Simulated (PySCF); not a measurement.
# 4-chlorotetrahydropyran (SMILES ClC1CCOCC1)

Molfile (atoms numbered from 1):
```
C5H9ClO
     RDKit          3D

 16 16  0  0  0  0  0  0  0  0999 V2000
   -0.3191   -1.3747    2.7891 Cl  0  0  0  0  0  0  0  0  0  0  0  0
   -0.4030   -1.6443    0.9967 C   0  0  0  0  0  0  0  0  0  0  0  0
   -1.4276   -0.7009    0.3846 C   0  0  0  0  0  0  0  0  0  0  0  0
   -0.9137    0.7311    0.3752 C   0  0  0  0  0  0  0  0  0  0  0  0
    0.3310    0.8256   -0.2680 O   0  0  0  0  0  0  0  0  0  0  0  0
    1.3231    0.0640    0.3706 C   0  0  0  0  0  0  0  0  0  0  0  0
    0.9688   -1.4156    0.3798 C   0  0  0  0  0  0  0  0  0  0  0  0
   -0.7156   -2.6919    0.8917 H   0  0  0  0  0  0  0  0  0  0  0  0
   -2.3857   -0.7708    0.9212 H   0  0  0  0  0  0  0  0  0  0  0  0
   -1.6016   -1.0264   -0.6554 H   0  0  0  0  0  0  0  0  0  0  0  0
   -1.6062    1.3888   -0.1699 H   0  0  0  0  0  0  0  0  0  0  0  0
   -0.8415    1.1037    1.4166 H   0  0  0  0  0  0  0  0  0  0  0  0
    2.2607    0.2355   -0.1778 H   0  0  0  0  0  0  0  0  0  0  0  0
    1.4707    0.4140    1.4118 H   0  0  0  0  0  0  0  0  0  0  0  0
    0.9322   -1.7822   -0.6605 H   0  0  0  0  0  0  0  0  0  0  0  0
    1.7341   -1.9994    0.9129 H   0  0  0  0  0  0  0  0  0  0  0  0
  1  2  1  0
  2  3  1  0
  3  4  1  0
  4  5  1  0
  5  6  1  0
  6  7  1  0
  7  2  1  0
  2  8  1  0
  3  9  1  0
  3 10  1  0
  4 11  1  0
  4 12  1  0
  6 13  1  0
  6 14  1  0
  7 15  1  0
  7 16  1  0
M  END
```

Theory: TDDFT CAM-B3LYP/aug-cc-pVDZ excited states, vertical, gas phase in PySCF 2.14.0. Geometry: PBE0-D3(BJ)/def2-SVP.

Question: How strongly do the lowest singlets absorb one photon, and two photons of half the energy?

Answer: δ for parallel linear polarisation; σ at the peak of a Lorentzian of half width 0.1 eV, single beam; Ω is circular over linear.
```
state  E (eV)      f  photon λ (nm)  δ (au)  σ (GM)     Ω                                    main
   S1    6.63  0.001            374    86.8    1.40  0.13        HOMO→LUMO 0.76, HOMO→LUMO+1 0.10
   S2    6.99  0.003            355    3.84    0.07  1.38      HOMO→LUMO+1 0.54, HOMO→LUMO+5 0.12
   S3    7.13  0.019            348    24.8    0.46  0.18      HOMO→LUMO+1 0.17, HOMO→LUMO+6 0.14
   S4    7.27  0.016            341    4.29    0.08  1.50                        HOMO→LUMO+2 0.89
   S5    7.36  0.004            337    6.33    0.13  1.50  HOMO−1→LUMO+5 0.36, HOMO−1→LUMO+8 0.19
   S6    7.39  0.018            335    23.7    0.47  1.05      HOMO→LUMO+3 0.60, HOMO−2→LUMO 0.10
```
